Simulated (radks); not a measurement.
All-electron atom: Au60+ in [Ar] 4s1 (not the ground configuration).

All-electron calculation, Dirac Kohn-Sham, PBE, spin-unpolarised, spherical densities, finite nucleus; Fermi nuclear charge, rms radius 5.4371 fm. Program: a radial shooting solver on a logarithmic mesh with Libxc functionals.

Energy parts (hartree):
part                       energy
total                 -15165.3956
kinetic                17919.6666
electron-nucleus      -34578.3918
Hartree                 1691.1236
exchange-correlation    -197.7940

Orbitals (lengths in bohr, moments of r in powers of bohr):
orbital  occ.  eigenvalue (hartree)      <r>  <1/r>  small-component weight
1s1/2       2             -3131.908  0.01687  95.68                9.00e-02
2s1/2       2             -687.6778  0.06989  23.73                2.09e-02
2p1/2       2             -667.9546  0.05750  23.63                2.09e-02
2p3/2       4             -599.4725  0.06581  19.29                1.87e-02
3s1/2       2             -267.1081   0.1719  9.355                7.99e-03
3p1/2       2             -259.5544   0.1613  9.272                7.92e-03
3p3/2       4             -241.8258   0.1741  8.102                7.32e-03
4s1/2       1             -139.1858   0.3261  4.823                4.01e-03

The highest occupied level is 4s1/2 at -3787.4 eV. Summed over all electrons, <r^2> = 0.4303 bohr^2, which gives a Langevin (diamagnetic) susceptibility term of -0.341 x 10^-6 cm^3/mol.
